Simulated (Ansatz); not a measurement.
Species: C4H16Si2Sn, SMILES `C[CH2][Sn]([SiH3])([SiH3])[CH2]C` (C–C–Sn–Si torsion 63°, Si–Sn–C–C torsion -56°) (charge 0, multiplicity 1).

### Question
Give a relaxed geometry from Ansatz (a quantum-chemistry and plane-wave program) with PBE0-D3(BJ)/def2-SVP.

### Answer
One answer among several that fit: the end point of this relaxation, one of several conformers (outside a Z-matrix the atoms follow the SMILES, hydrogens last).
Z-matrix (Å, degrees):
```
Sn
C 1 2.1735
H 2 1.1019 1 107.08
H 2 1.1020 3 106.65 1 114.05
C 2 1.5215 3 111.31 4 121.53
H 5 1.1019 2 111.88 3 60.88
H 5 1.1020 6 106.96 2 -122.77
H 5 1.1029 6 107.09 7 -114.51
C 1 2.1735 2 110.86 3 60.61
H 9 1.1019 1 107.06 2 60.42
H 9 1.1020 10 106.64 1 114.04
C 9 1.5215 10 111.31 11 121.53
H 12 1.1019 9 111.88 10 60.88
H 12 1.1020 13 106.96 9 -122.77
H 12 1.1029 13 107.09 14 -114.52
Si 1 2.5754 2 109.62 3 -59.80
H 16 1.4970 1 111.11 2 -174.63
H 16 1.4971 17 107.90 14 -164.06
H 16 1.4982 17 107.88 18 -116.32
Si 1 2.5755 2 108.93 3 -178.66
H 20 1.4969 1 111.12 2 65.06
H 20 1.4971 21 107.90 7 -165.04
H 20 1.4982 21 107.88 22 -116.32
```
